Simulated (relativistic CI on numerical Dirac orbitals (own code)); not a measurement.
Magnetism of Tm2+, 4f13, in a crystal field

Calculated by Dirac-Coulomb-Breit CI, KLI orbitals optimised for each configuration, model QED, valence Slater integrals scaled by 0.8, one configuration in a parametric crystal field (own radial code).

Field parameters in Wybourne normalisation; cubic f-shell fields have B⁴₄ = √(5/14) B⁴₀ and B⁶₄ = −√(7/2) B⁶₀. The field is a parameter set, without covalency.

S is read from ⟨S²⟩ = S(S + 1).

Powder χT (cm³ K mol⁻¹) by Van Vleck's formula, with temperature-independent terms:

| Field | 2 K | 5 K | 10 K | 20 K | 50 K | 100 K | 200 K | 300 K |
| --- | --- | --- | --- | --- | --- | --- | --- | --- |
| C2v, B20 = 180, B22 = -60, B40 = 50, B42 = -100, B44 = 220, B60 = -220, B62 = -160, B64 = -350, B66 = -70 cm⁻¹ | 1.58 | 1.61 | 1.66 | 1.76 | 2.06 | 2.35 | 2.51 | 2.54 |
| D3d, B20 = -450, B40 = 310, B43 = 920, B60 = -270, B63 = 470, B66 = -340 cm⁻¹ | 1.52 | 1.55 | 1.59 | 1.68 | 1.93 | 2.17 | 2.36 | 2.45 |
| D4h, B20 = -80, B40 = 660, B44 = 890, B60 = 320, B64 = 570 cm⁻¹ | 1.64 | 1.77 | 1.82 | 1.89 | 2.08 | 2.24 | 2.39 | 2.46 |
| D4h, B20 = -50, B40 = 400, B44 = -250, B60 = 370, B64 = -480 cm⁻¹ | 0.747 | 0.863 | 1.06 | 1.45 | 2.03 | 2.32 | 2.48 | 2.53 |
| Oh, B40 = -1490, B60 = -130 cm⁻¹ | 1.13 | 1.15 | 1.18 | 1.24 | 1.42 | 1.71 | 2.12 | 2.32 |
| Oh, B40 = 930, B60 = 300 cm⁻¹ | 0.687 | 0.718 | 0.768 | 0.868 | 1.17 | 1.64 | 2.2 | 2.4 |

(1) For D3d, B20 = -450, B40 = 310, B43 = 920, B60 = -270, B63 = 470, B66 = -340 cm⁻¹: what effective moment follows at 300 K?

Answers

(1) μ_eff = √(8χT) = 4.43 μB. The LS value g√(J(J + 1)) of the free ion's ²F°7/2 level is 4.54 μB.
